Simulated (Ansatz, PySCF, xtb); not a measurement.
Complex: H2O (SMILES O) (first 3 atoms) with C2H3F (SMILES C=CF); geometry from B3LYP-D3(BJ)/def2-TZVP, rigid monomers moved along the line of their centres of mass till H3···F6 is 1.90 Å.
(charge 0, multiplicity 1):
```xyz
9

O      0.33121    -0.11507    -0.57489
H      0.03162    -0.85918    -1.10668
H     -0.36170     0.02173     0.08275
C      0.98340    -0.65298     2.49991
C     -0.28857    -0.44598     2.76436
F     -1.18060    -0.11950     1.78993
H      1.37563    -0.57352     1.49472
H      1.64901    -0.90758     3.31170
H     -0.77219    -0.50039     3.72968
```

Interaction energies are E(AB) − E(A) − E(B) at the monomers' geometry in the complex; basis-set methods are counterpoise corrected. Rows marked so take none.

Rows in 3-21G carry no dispersion term and start afresh at each structure.

Run with Ansatz (Gaussian basis) for Hartree–Fock, density functionals and correlated methods; PySCF for 3-21G rows; xtb for the GFN methods. Each number belongs to the level named beside it.

Question: One of these levels gives -12.74 kcal/mol for the interaction energy. Which one is it?
A) B3LYP/def2-TZVPPD
B) GFN-FF
C) B3LYP/3-21G (no counterpoise)
D) GFN2-xTB

Answer: C, B3LYP/3-21G (no counterpoise). The others give -4.89 (GFN-FF), -2.47 (GFN2-xTB), -1.29 (B3LYP/def2-TZVPPD)

Ansatz is an electronic-structure program.
